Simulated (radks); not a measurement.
Pb LXXII, configuration [Ne] 3s1. Method: scalar-relativistic Kohn-Sham, exchange-only LDA, spin-polarised, spherical densities, point nucleus; open shells are filled with parallel spins first (spin-orbit coupling, left out, can overturn this in heavy ions); computed with a radial shooting solver on a logarithmic mesh with Libxc functionals.

Normalised radial functions P(r) = r R(r), r in bohr:

| r | 2p up | 3s up | 3s down |
|---|---|---|---|
| 0.001983 | 0.0810 | 0.7112 | 0.7123 |
| 0.002731 | 0.1363 | 0.8508 | 0.8521 |
| 0.003761 | 0.2281 | 0.9851 | 0.9866 |
| 0.005179 | 0.3783 | 1.0857 | 1.0873 |
| 0.007132 | 0.6176 | 1.1062 | 1.1078 |
| 0.009822 | 0.9843 | 0.9811 | 0.9824 |
| 0.01363 | 1.5294 | 0.6253 | 0.6260 |
| 0.01878 | 2.2314 | 0.0126 | 0.0123 |
| 0.02586 | 3.0263 | -0.7971 | -0.7987 |
| 0.03561 | 3.7077 | -1.5331 | -1.5354 |
| 0.04904 | 3.9484 | -1.6983 | -1.6999 |
| 0.06753 | 3.4688 | -0.8134 | -0.8118 |
| 0.093 | 2.3409 | 0.9984 | 1.0039 |
| 0.1281 | 1.0998 | 2.6056 | 2.6093 |
| 0.1764 | 0.3139 | 2.6913 | 2.6882 |
| 0.2429 | 0.0450 | 1.4538 | 1.4519 |
| 0.3372 | 0.0023 | 0.3605 | 0.3616 |
| 0.4643 | 0.0000 | 0.0355 | 0.0359 |

2p up: eigenvalue -19856.4 eV, 0 radial nodes, <r> = 0.0604 bohr, 90 % of the charge inside 0.0982 bohr. 3s up: eigenvalue -9116.6 eV, 2 radial nodes at r = 0.0189, 0.0789 bohr, <r> = 0.160 bohr, 90 % of the charge inside 0.233 bohr. 3s down (empty): eigenvalue -9077.0 eV, 2 radial nodes at r = 0.0189, 0.0789 bohr, <r> = 0.160 bohr, 90 % of the charge inside 0.233 bohr.
